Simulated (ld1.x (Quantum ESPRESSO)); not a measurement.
## Before and after: ultrasoft potential for aluminium (Al)

aluminium (Al), ultrasoft, made with ld1.x (Quantum ESPRESSO) 7.5 (PBEsol, non-relativistic). Core [Ne], reference 3s1 3p0 (charge +2). Waves: 3s (bound): rcut 1.60, rcutus 2.10 bohr; 3s channel at 0.35 Ry: rcut 1.60, rcutus 2.10 bohr; 3p (bound, empty): rcut 1.50, rcutus 1.95 bohr; 3p channel at -0.45 Ry: rcut 1.50, rcutus 1.95 bohr; 3d channel at 0.3 Ry: rcut 1.90, rcutus 2.40 bohr; 3d channel at 2.15 Ry: rcut 1.90, rcutus 2.40 bohr. Local part: all-electron potential smoothed inside 1.90 bohr (lloc = -2). Core correction: none. Augmentation charge: PSQ, radius 1.60 bohr.

Change: all radii scaled by about 1.10 (s 2.30, p 2.14, d 2.64 bohr, rcut 1.76/1.64/2.08); local potential all-electron potential smoothed inside 2.08 bohr (lloc = -2); augmentation PSQ, radius 1.76 bohr.

Cutoffs: the cutoffs (Ry, on a coarse ladder) from which the occupation-weighted sum of valence levels, in a spherical-Bessel basis at the reference potential, stays within 10 and 1 mRy of its value at 400 Ry; they do not see the model core or the augmentation charge, which bear on the density cutoff. Errors are all-electron minus pseudo energies relative to the spin-unpolarised reference configuration.

Question: Predict the effect on cutoff, ghosts and configuration errors.

Answer: Both files are very soft, the changed one slightly softer (loose and tight cutoff 6 and 8 Ry → 6 and 6 Ry on this coarse ladder); of the 7 tests that both files solve, the error grows in 2 and shrinks in 4 by more than 15 % and 0.3 meV (median size 10.2 → 9.4 meV); neither file shows a bound ghost.

| quantity | base | changed |
| --- | --- | --- |
| cutoff, loose | 6 Ry | 6 Ry |
| cutoff, tight | 8 Ry | 6 Ry |
| bound ghosts | none | none |
| error for 3s2 3p1, meV [ΔE -24.88 eV] | -8.5 | -5.3 |
| error for 3s2 3p0, meV [ΔE -19.14 eV] | +10 | +13 |
| error for 3s2 3p0.5, meV [ΔE -22.80 eV] | +0.6 | +3.6 |
| error for 3s0 3p3, meV [ΔE -14.55 eV] | -23 | -17 |
| error for 3s1 3p1, meV [ΔE -13.38 eV] | -7.5 | -6.2 |
| error for 3s1 3p2, meV [ΔE -19.80 eV] | -21 | -19 |
| error for 3s2 3p1.3, meV [ΔE -25.45 eV] | -13 | -9.4 |
| lowest overlap eigenvalue by channel | s 0.48, p 0.77, d 0.60 | s 0.51, p 0.80, d 0.43 |
